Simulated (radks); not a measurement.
The lanthanum ion La3+, 54 electrons, occupied as [Xe].

Calculated with a radial shooting solver on a logarithmic mesh with Libxc functionals: scalar-relativistic Kohn-Sham, LDA (Slater exchange, Perdew-Wang correlation), spin-polarised, spherical densities, point nucleus.

Energy parts (eV):
total: -230903.16
kinetic: 244194.76
electron-nucleus: -557712.29
Hartree: 87947.87
exchange-correlation: -5333.51

Orbitals (lengths in bohr, moments of r in powers of bohr):
orbital  occ.  eigenvalue (eV)      <r^2>
1s          2        -38735.78  0.0008550
2s          2        -6187.337    0.01364
2p          6        -5550.700    0.01085
3s          2        -1341.473    0.09318
3p          6        -1138.163    0.09315
3d         10        -845.2865    0.07980
4s          2        -289.2345     0.4833
4p          6        -223.0428     0.5467
4d         10        -127.2363     0.6833
5s          2         -61.9080      2.647
5p          6         -44.9150      3.464

The highest occupied level is 5p at -44.915 eV. The density falls to 0.001 e/bohr^3 at r = 3.50 bohr. For comparison, the ionisation energy in NIST's Atomic Spectra Database is 50.0 eV (semi-empirical). In exact Kohn-Sham theory the highest level is minus the ionisation energy, but local and semilocal functionals leave it too shallow, through self-interaction and a potential that decays too fast; potentials with the right tail come closer.
